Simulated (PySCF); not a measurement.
`C1C(=C)[C@H](F)[C@@H]1CCl`, C$_{6}$H$_{8}$ClF

Molfile (atoms numbered from 1):
```
C6H8ClF
     RDKit          3D

 16 16  0  0  0  0  0  0  0  0999 V2000
    2.2872   -0.1085    0.8915 C   0  0  0  0  0  0  0  0  0  0  0  0
    1.1998    0.0035    0.1597 C   0  0  0  0  0  0  0  0  0  0  0  0
    0.3275   -0.9564   -0.6071 C   0  0  0  0  0  0  0  0  0  0  0  0
   -0.7474    0.1480   -0.7139 C   0  0  1  0  0  0  0  0  0  0  0  0
   -1.9355   -0.0580    0.2034 C   0  0  0  0  0  0  0  0  0  0  0  0
   -2.9191   -1.4309   -0.3687 Cl  0  0  0  0  0  0  0  0  0  0  0  0
    0.2769    1.1579   -0.1405 C   0  0  1  0  0  0  0  0  0  0  0  0
   -0.1494    1.8958    0.9387 F   0  0  0  0  0  0  0  0  0  0  0  0
    2.7875   -1.0542    1.0129 H   0  0  0  0  0  0  0  0  0  0  0  0
    2.7109    0.7392    1.4025 H   0  0  0  0  0  0  0  0  0  0  0  0
    0.0229   -1.8492   -0.0644 H   0  0  0  0  0  0  0  0  0  0  0  0
    0.7473   -1.2559   -1.5660 H   0  0  0  0  0  0  0  0  0  0  0  0
   -1.0878    0.3720   -1.7255 H   0  0  0  0  0  0  0  0  0  0  0  0
   -1.6114   -0.2924    1.2175 H   0  0  0  0  0  0  0  0  0  0  0  0
   -2.5808    0.8206    0.2187 H   0  0  0  0  0  0  0  0  0  0  0  0
    0.6638    1.8774   -0.8701 H   0  0  0  0  0  0  0  0  0  0  0  0
  1  2  2  0
  2  3  1  0
  3  4  1  0
  4  5  1  0
  5  6  1  0
  4  7  1  0
  7  8  1  0
  7  2  1  0
  1  9  1  0
  1 10  1  0
  3 11  1  0
  3 12  1  0
  4 13  1  6
  5 14  1  0
  5 15  1  0
  7 16  1  6
M  END
```

Level of theory: PySCF, TDDFT PBE0/def2-SVPD circular dichroism and optical rotation, one conformer, gas phase. Geometry: GFN2-xTB.

The molecule is flexible and this is one conformer; a measurement averages over conformers.

Question: Draw the ECD and absorption spectra from the lowest 8 states, each a Gaussian of half-width 0.2 eV at 1/e height.

Answer: 
| E (eV) | λ (nm) | Δε (L mol⁻¹ cm⁻¹) | ε (L mol⁻¹ cm⁻¹) |
| --- | --- | --- | --- |
| 6.01 | 206 | +0.04 | 25.8 |
| 6.11 | 203 | +0.42 | 244 |
| 6.21 | 200 | +2.44 | 1410 |
| 6.31 | 196 | +8.57 | 4910 |
| 6.41 | 193 | +18.44 | 10400 |
| 6.51 | 190 | +24.76 | 13400 |
| 6.61 | 187 | +21.02 | 10800 |
| 6.71 | 185 | +8.09 | 6440 |
| 6.81 | 182 | -13.05 | 5620 |
| 6.91 | 179 | -37.56 | 7780 |
| 7.01 | 177 | -48.72 | 8500 |
| 7.11 | 174 | -37.86 | 6390 |
| 7.21 | 172 | -18.98 | 4530 |
| 7.31 | 170 | -6.70 | 4790 |
| 7.41 | 167 | -0.77 | 5510 |

Δε uses R in velocity form, ε uses f in length form. Only the states computed contribute, so the short-wavelength end is incomplete.
